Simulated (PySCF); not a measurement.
## Polarisability and C₆ of Mg (magnesium, neutral)

[Ne] 3s2, closed-shell 1S. All numbers are calculated (PySCF 2.14, no relativity, point nucleus, in def2-TZVPPD). Coupled (time-dependent) response in atomic units; α is the mean over directions.

| method | mean α (bohr³) | C₆ (like pair) | S(−4) |
| --- | --- | --- | --- |
| UHF | 81.31 | 762.0 | 3536 |
| PBE | 73.30 | 648.3 | 2929 |
| PBE0 | 74.97 | 673.9 | 3018 |
| r2SCANh | 76.26 | 719.8 | 2865 |
| B97-3 | 75.36 | 679.9 | 3039 |

S(−4) is the Cauchy moment in α(ω) = α(0) + S(−4) ω² + …

Reference α: 71.2 ± 0.4 bohr³ (recommended; Schwerdtfeger and Nagle, table of static dipole polarizabilities (2023 update)). Published C₆: 626.0 (Chu and Dalgarno (2004); Tang, Norbeck and Certain (1976)).

Hartree-Fock lies above the reference because it lacks correlation, which contracts the outer shell.

α(iu) at PBE:

```
u (hartree)  α(iu) (bohr³)
          0          73.30
     0.0500          66.66
      0.100          52.52
      0.200          28.73
      0.300          16.58
      0.500          7.248
      0.750          3.611
       1.00          2.219
       1.50          1.157
       2.00         0.7491
       3.00         0.4185
       5.00         0.2067
```

A single London oscillator, α(iu) = α/(1 + u²/ω²), gives C₆ = (3/4) ω α². Matching the computed C₆ needs ω = 4 × 648.3 / (3 × 73.30²) = 0.161 hartree.
